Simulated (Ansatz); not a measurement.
Born–Oppenheimer molecular dynamics of AlH$_{6}$NO$_{2}$ (10 atoms, charge 0, multiplicity 1). It starts at the highest image of a converged band, a first-order saddle point between two minima.

Computed with Ansatz, RKS PBE-D4/def2-SVP.

| Property | Result |
| --- | --- |
| ensemble | NVE (velocity Verlet) |
| time step | 0.5 fs |
| steps asked | 200 |
| starting velocities drawn for | 100 K |
| seed | 10918 |

First frame:

```xyz
10
Properties=species:S:1:pos:R:3
Al 0.027 0.320 0.024
H -0.182 -0.062 1.815
O 1.588 -0.248 -0.429
H 1.733 -0.914 -1.117
O -1.464 0.052 -0.803
H -1.803 -0.833 -1.005
N 0.092 2.034 0.820
H 0.973 2.556 0.896
H -0.695 2.688 0.738
H -0.084 0.952 1.736
```

(1) How far do the bonds stretch over the last three quarters of this one trajectory? (Pairs bonded in most of those frames.)

Answers

(1) 
| bond | mean (Å) | spread (Å) | shortest | longest |
| --- | --- | --- | --- | --- |
| Al1–H2 | 1.629 | 0.070 | 1.54 | 1.83 |
| Al1–O3 | 1.749 | 0.038 | 1.69 | 1.81 |
| Al1–O5 | 1.760 | 0.039 | 1.70 | 1.82 |
| Al1–N7 | 2.213 | 0.173 | 1.90 | 2.41 |
| O3–H4 | 0.972 | 0.009 | 0.96 | 0.99 |
| O5–H6 | 0.974 | 0.018 | 0.94 | 1.00 |
| N7–H8 | 1.033 | 0.009 | 1.01 | 1.06 |
| N7–H9 | 1.032 | 0.008 | 1.01 | 1.05 |
| N7–H10 | 1.049 | 0.056 | 0.98 | 1.27 |

Pairs bonded in part of these frames only: Al1–N7 91 %, Al1–H10 6 %.

Mean temperature of the second half: 629 K. The conserved energy stayed within 0.13 meV per atom of its start (net change -0.0088 meV per atom), so the integration is sound. The kinetic energy rose, since the run started high on the potential surface and went downhill. A run of 0.1 ps of so small a system gives no equilibrium averages. The orbitals stay closed-shell, which can raise the energy where a bond breaks towards radicals; this wasn't checked here.

Run time: 4.7 min on 2 threads of Arm Neoverse V1, on a shared host, peak memory 0.12 GiB.
